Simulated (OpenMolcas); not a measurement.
# Levels of F2+ by method

```
Program             : OpenMolcas 26.06
Basis               : ANO-RCC-VQZP [5s4p3d2f1g]
Scalar Hamiltonian  : DKH2, point nucleus
Active space        : 3 electrons in 9 orbitals (RAS2 2p; RAS3 3s 3d, at most 1 electron)
State averaging     : 2S+1 = 4 odd, 1 root; 2S+1 = 2 odd, 8 roots; 2S+1 = 4 even, 3 roots; 2S+1 = 2 even, 3 roots
Spin-orbit coupling : RASSI with atomic mean-field integrals over the reference wave functions, term energies averaged over their components
```

Methods on the same reference wave functions:
A. RASSCF
B. SS-RASPT2, IPEA 0.25 Eh, imaginary shift 0.1 Eh (closed shells correlated: 1s 2s)

Energies in cm-1 above 2s2 2p3 4S* 3/2.

```csv
Level,A,B
2s2 2p3 4S* 3/2,0.0,0.0
2s2 2p3 2D* 3/2,37943,34830
2s2 2p3 2D* 5/2,37950,34840
2s2 2p3 2P* 1/2,62936,56430
2s2 2p3 2P* 3/2,62945,56440
```

From A to B the spin-free energies of the other terms of 2s2 2p3 shown, above 4S*, scale by factors of 0.90 to 0.92.

The lowest spin-free term lies below A's lowest term by 0.122 hartree in B.

CASPT2 breaks the degeneracy within a term, and the mean is taken; among the terms shown or strongly mixed into the levels shown the widest spread is 140 cm-1 (2s2 2p3 2D*, B). With the s shell closed, the reference lacks s² → p² mixing. Levels of configurations outside the active space are missing. Levels that lie high or do not pair safely by name in every column are left out.

* marks odd parity.
